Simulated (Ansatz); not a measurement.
C3H7FGe, SMILES `C=C[CH2][GeH2][F]`, relaxed with RKS PBE0-D4/def2-TZVP in Ansatz from a PBE-D4/def2-SVP geometry. The force threshold is 0.005 eV/Å; the program also tests the step.

The species carries charge 0 and has multiplicity 1.

Start:

```xyz
12

C    -1.427    0.828   -1.320
C    -0.627   -0.169   -0.899
C    -0.376   -0.540    0.529
Ge    1.465   -0.083    1.074
F     2.529   -0.989   -0.010
H    -2.002    1.447   -0.611
H    -1.539    1.059   -2.391
H    -0.067   -0.758   -1.650
H    -1.069   -0.019    1.223
H    -0.479   -1.633    0.696
H     1.788    1.418    0.845
H     1.805   -0.561    2.514
```

| step | energy (eV) | largest force (eV/Å) | largest move (Å) |
| --- | --- | --- | --- |
| 1 | -62449.4621 | 0.557 | 0.000 |
| 2 | -62449.5106 | 0.191 | 0.031 |
| 3 | -62449.5140 | 0.054 | 0.018 |
| 4 | -62449.5143 | 0.035 | 0.008 |
| 5 | -62449.5146 | 0.009 | 0.005 |
| 6 | -62449.5146 | 0.006 | 0.001 |
| 7 | -62449.5146 | 0.002 | 0.001 |

End:

```xyz
12

C    -1.411    0.817   -1.304
C    -0.621   -0.169   -0.898
C    -0.374   -0.536    0.522
Ge    1.447   -0.077    1.068
F     2.502   -0.975    0.002
H    -1.969    1.427   -0.600
H    -1.528    1.047   -2.356
H    -0.080   -0.752   -1.640
H    -1.066   -0.024    1.196
H    -0.480   -1.613    0.682
H     1.783    1.405    0.839
H     1.796   -0.550    2.490
```

Run time 35 s (4 threads of an Arm Neoverse V1 on a shared host); peak host memory 0.62 GiB.
